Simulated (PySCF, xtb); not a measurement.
CBr3, SMILES Br[C](Br)Br (connectivity only; charge and spin as stated), charge +1, multiplicity 1.

Harmonic wavenumbers (cm⁻¹) from GFN2-xTB run with xtb 6.7.1 at its own minimum, in rising order: 157, 157, 290, 360, 790, 791.

What does TPSSh-D3(BJ)/def2-SVP run with PySCF give at its own minimum? (The exact figures need the calculation; the answer reports its results.)

180, 180, 321, 433, 885, 885. Paired by order, the mean absolute difference is 56 cm⁻¹ and the zero-point energies are 3.6 and 4.1 kcal/mol.
